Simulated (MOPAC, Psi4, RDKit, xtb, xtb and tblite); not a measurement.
Two geometries of C₉H₁₀O₂, SMILES COC(c1ccc(cc1)C)=O, relaxed at GFN2-xTB with one dihedral held; other torsions can differ between them too.

Structure A

```
21

C      3.9996    -0.6112     0.8607
O      2.5818    -0.5883     0.8418
C      2.0235     0.0762    -0.1854
O      2.6764     0.6232    -1.0417
C      0.5454     0.0575    -0.1420
C     -0.1557     0.7122    -1.1526
C     -1.5353     0.7164    -1.1510
C     -2.2469     0.0701    -0.1450
C     -3.7435     0.0950    -0.1334
C     -1.5401    -0.5806     0.8616
C     -0.1594    -0.5909     0.8690
H      4.3959     0.4062     0.8906
H      4.3834    -1.1088    -0.0327
H      4.2841    -1.1594     1.7553
H      0.4035     1.2100    -1.9303
H     -2.0719     1.2254    -1.9388
H     -4.1390     0.1472    -1.1450
H     -4.1442    -0.7871     0.3604
H     -4.0935     0.9734     0.4099
H     -2.0824    -1.0865     1.6477
H      0.3805    -1.0995     1.6522
```

Structure B

```
21

C     -3.9665    -0.6776     0.8518
O     -2.5588    -0.4887     0.8559
C     -2.0444     0.1289    -0.2182
O     -2.7041     0.4870    -1.1597
C     -0.5655     0.2481    -0.1053
C      0.2432    -0.3431    -1.0688
C      1.6184    -0.2764    -0.9521
C      2.2126     0.3774     0.1213
C      3.7035     0.4716     0.2276
C      1.3944     0.9587     1.0832
C      0.0180     0.8854     0.9829
H     -4.4791     0.2867     0.8526
H     -4.2710    -1.2348    -0.0366
H     -4.2014    -1.2362     1.7541
H     -0.2124    -0.8461    -1.9085
H      2.2410    -0.7409    -1.7031
H      4.1810    -0.3930    -0.2271
H      4.0156     0.5444     1.2667
H      4.0554     1.3628    -0.2932
H      1.8421     1.4673     1.9250
H     -0.6080     1.3315     1.7410
```

Q: Which is lower in energy at the level PBE0-D3(BJ)/def2-SVP // GFN2-xTB (Psi4 1.11), and by how much?

A: A is lower, by 24.15 kJ/mol (dihedral O2–C3–C5–C6: 180° in A, 120° in B).

E(B) − E(A) in kJ/mol at the other levels, on the same two geometries: GFN2-xTB (xtb and tblite) 11.43; MMFF94 // GFN2-xTB (RDKit) 13.73; PBE0/def2-SVP // GFN2-xTB (Psi4) 24.07; PBE/def2-SVP // GFN2-xTB (Psi4) 23.38; PBE-D3(BJ)/def2-SVP // GFN2-xTB (Psi4) 23.53; UFF // GFN2-xTB (RDKit) 22.59; PM3, restricted, heats of formation // GFN2-xTB (MOPAC) -0.58; PM7, restricted, heats of formation // GFN2-xTB (MOPAC) 5.75; GFN1-xTB // GFN2-xTB (xtb) 14.91.
